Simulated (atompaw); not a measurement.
An all-electron radial function and its pseudo partner (N)

Columns: radius, all-electron u(r) and pseudo u(r) of the 2p shell (level -37.62 eV) of nitrogen in the configuration [He] 2s2 2p1; LDA (PW92), non-relativistic, PAW (atompaw) scheme, atompaw 4.2.0.5.

```
r (bohr)  all-electron  pseudo
   0.071        0.0510  0.0073
   0.142        0.1626  0.0287
   0.213        0.2950  0.0635
   0.285        0.4285  0.1109
   0.356        0.5482  0.1677
   0.427        0.6510  0.2322
   0.498        0.7351  0.3018
   0.569        0.8006  0.3736
   0.640        0.8485  0.4450
   0.712        0.8808  0.5142
   0.783        0.8984  0.5767
   0.854        0.9037  0.6313
   0.925        0.8988  0.6764
   0.996        0.8853  0.7107
   1.067        0.8650  0.7336
   1.138        0.8392  0.7450
   1.210        0.8087  0.7453
   1.281        0.7757  0.7355
   1.352        0.7404  0.7170
   1.423        0.7039  0.6916
   1.494        0.6666  0.6610
   1.565        0.6292  0.6272
   1.637        0.5916  0.5911
   1.708        0.5552  0.5551
   1.779        0.5196  0.5196
   1.850        0.4853  0.4853
```

Problem. How many radial nodes do the two functions have?

Solution. The all-electron 2p function has n − l − 1 = 0; the pseudo-wave has 0.

Problem. Is the pseudo-wave norm-conserving?

Solution. No, it belongs to a PAW set: the norm inside the radius is not constrained, and the difference is carried by the augmentation charge.
